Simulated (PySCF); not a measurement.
## Deuteron quadrupole couplings in `C#C/C=C(/F)[SiH2]C#C`

C₆H₅FSi.
SMILES with atom numbers: `[CH:1]#[C:2]/[CH:3]=[C:4](/[F:5])[SiH2:6][C:7]#[CH:8]` (hydrogens: H9 on C1; H10 on C3; H11, H12 on Si6; H13 on C8)

Structure used (GFN2-xTB), in Å, numbered top down from 1:
```xyz
13
C6H5FSi angstrom
C     -1.729    1.993   -0.442
C     -1.624    0.802   -0.557
C     -1.537   -0.591   -0.723
C     -0.634   -1.326   -0.070
F     -0.634   -2.664   -0.306
Si     0.670   -0.721    1.173
C      1.944    0.196    0.195
C      2.783    0.768   -0.448
H     -1.816    3.033   -0.337
H     -2.239   -1.045   -1.413
H      1.269   -1.906    1.791
H      0.030    0.185    2.129
H      3.514    1.275   -1.010
```

Level: PBE0/pcSseg-1 (PySCF, non-relativistic); Q(2H) = 0.00286 b; rigid geometry, the same for H and D, with no vibrational averaging.

Problem. Rank these positions by the coupling χzz of a deuteron there, largest first.
A. H10 (vinylic hydrogen)
B. H13 (alkyne hydrogen)
C. H9 (alkyne hydrogen)
D. H11 (Si–H hydrogen)

Solution. C (267 kHz), B (260 kHz), A (215 kHz), D (106 kHz).

Problem. Tabulate Vzz, the asymmetry η and χzz = 234.96 MHz × Q × Vzz for every hydrogen position.

Solution. 
```json
{"atom": "H9", "bonded to": "C1", "bond length (Å)": "1.049", "Vzz (au)": "0.3966", "η": "0.01", "χzz (kHz)": "267"}
{"atom": "H10", "bonded to": "C3", "bond length (Å)": "1.084", "Vzz (au)": "0.3200", "η": "0.07", "χzz (kHz)": "215"}
{"atom": "H11", "bonded to": "Si6", "bond length (Å)": "1.464", "Vzz (au)": "0.1583", "η": "0.01", "χzz (kHz)": "106"}
{"atom": "H12", "bonded to": "Si6", "bond length (Å)": "1.465", "Vzz (au)": "0.1589", "η": "0.01", "χzz (kHz)": "107"}
{"atom": "H13", "bonded to": "C8", "bond length (Å)": "1.052", "Vzz (au)": "0.3862", "η": "0.00", "χzz (kHz)": "260"}
```

Problem. Average by the element that carries the hydrogen.

Solution. on C: 247 kHz over 3 positions, mean bond length 1.062 Å; on Si: 107 kHz over 2 positions, mean bond length 1.465 Å.

Isolated species at its GFN2-xTB geometry (one conformer only). GFN2-xTB bond lengths can be off by several hundredths of an ångström, more for odd bonds, and the gradients follow them. A larger basis could move these couplings by a tenth or more.

The run behind these numbers computed NMR shieldings as well. Time: 40 s wall; peak memory 0.93 GiB. Hardware: Intel Xeon at 2.70 GHz, one thread, shared host with 64 logical CPUs at a one-minute load of 61.
